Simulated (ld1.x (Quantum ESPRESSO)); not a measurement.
Reading a pseudo-wave (Fe (Z = 26))

Columns: radius, all-electron u(r) and pseudo u(r) of the 4s shell (level -5.32 eV) of iron in the configuration [Ar] 3d6 4s2 4p0; Wu–Cohen, scalar-relativistic, PAW scheme, ld1.x (Quantum ESPRESSO) 7.5.

```
r (bohr)  all-electron   pseudo
   0.135       -0.1353  -0.0606
   0.270       -0.0816  -0.1206
   0.405        0.1383  -0.1793
   0.540        0.2617  -0.2361
   0.675        0.2608  -0.2905
   0.810        0.1781  -0.3421
   0.945        0.0571  -0.3902
   1.080       -0.0731  -0.4346
   1.215       -0.1965  -0.4750
   1.350       -0.3053  -0.5110
   1.485       -0.3967  -0.5426
   1.620       -0.4705  -0.5695
   1.755       -0.5279  -0.5918
   1.890       -0.5707  -0.6093
   2.025       -0.6008  -0.6222
   2.160       -0.6200  -0.6305
   2.295       -0.6299  -0.6342
   2.430       -0.6322  -0.6334
   2.565       -0.6280  -0.6282
   2.700       -0.6186  -0.6186
   2.835       -0.6051  -0.6051
   2.970       -0.5881  -0.5881
   3.105       -0.5685  -0.5685
   3.240       -0.5469  -0.5469
   3.375       -0.5239  -0.5239
   3.510       -0.4999  -0.4999
```

(1) How many radial nodes do the two functions have?

(2) At about which radius was the pseudo-wave matched?

(3) Is the pseudo-wave norm-conserving?

Answers

(1) The all-electron 4s function has n − l − 1 = 3 (the table is too coarse to show those close to the nucleus); the pseudo-wave has 0, since the states of the same l below it are removed with the core.

(2) 2.70 bohr. The columns agree to 0.0005 from 2.56 bohr on; several derivatives are matched, so the curves merge somewhat inside the radius.

(3) No, it belongs to a PAW set: the norm inside the radius is not constrained, and the difference is carried by the augmentation charge.
